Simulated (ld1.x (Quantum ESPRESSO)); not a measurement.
selenium (Se), RRKJ: configuration errors across variants

- Element: Se (Z = 34)
- Generator: ld1.x (Quantum ESPRESSO) 7.5
- Type: norm-conserving RRKJ (Kleinman–Bylander form)
- Functional: PBE
- Relativity: non-relativistic
- Frozen core: [Ar] 3d10
- Valence charge: 6
- Reference configuration: 4s2 4p3.75 (charge +0.25)
- Partial waves: 4p (bound): rc 1.65 bohr; 4s (bound): rc 1.15 bohr
- Local potential: the s channel
- Core correction: Bessel-smoothed model core inside 0.85 bohr

All-electron excitation energies from the reference (eV): (1) 4s2 4p4 -1.896; (2) 4s2 4p0 102.259; (3) 4s2 4p4.3 -3.500; (4) 4s2 4p3.5 2.430.

Tests that are not counted but printed errors over 1 eV. “base”: 4s2 4p3 (solver errors, printed error -178 eV); 4s1 4p4 (solver errors, printed error -133 eV); 1 more. “core correction Bessel-smoothed model core inside 0.92 bohr”: 4s1 4p4 (solver errors, printed error -130 eV); 4s2 4p3 (solver errors, printed error -130 eV); 1 more.

3 further variants failed, have other tests or another functional or relativity, and are left out.

A true bound ghost makes a file unfit for plane-wave use even where its test errors are small: the radial tests pick states by their node count and pass the ghost by. Where a test does run into it, the solver fails or the error is huge.

Errors AE − PS in meV (a dash: test not solved or not reliable):

```csv
change,(1),(2),(3),(4),bound ghosts
base,+2.5,-34,+11,+3.8,p
type TM,+2.7,-53,+11,+3.4,p
"all radii but the core radius scaled by about 0.90 (s 1.04, p 1.48 bohr)",-0.4,-1.0,-2.1,-0.6,p
core correction Bessel-smoothed model core inside 0.92 bohr,+2.5,-34,+11,+3.8,p
```

Problem. Give the same row for: wave 4p (bound): rc 1.65 bohr becomes 4p (bound): rc 2.42 bohr.

Solution. +2.5, -62, +11, +3.6; bound ghosts: p.
